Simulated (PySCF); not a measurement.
A structure optimised at PBE-D3(BJ)/def2-SVP, used in a PySCF frequency run:

```
In
N 1 2.0515
H 2 1.0292 1 111.93
H 2 1.0292 3 107.79 1 -123.50
Br 1 2.4961 2 120.67 3 34.31
Br 1 2.4961 2 120.67 3 -155.45
```
Charge 0, spin multiplicity 1.

Problem. Write its SMILES, formula and point group.

Solution. [NH2][In]([Br])[Br], Br₂H₂InN, Cs

Problem. What are its rotational constants (standard atomic weights)?

Solution. 2.1619, 0.68908, 0.52332 GHz
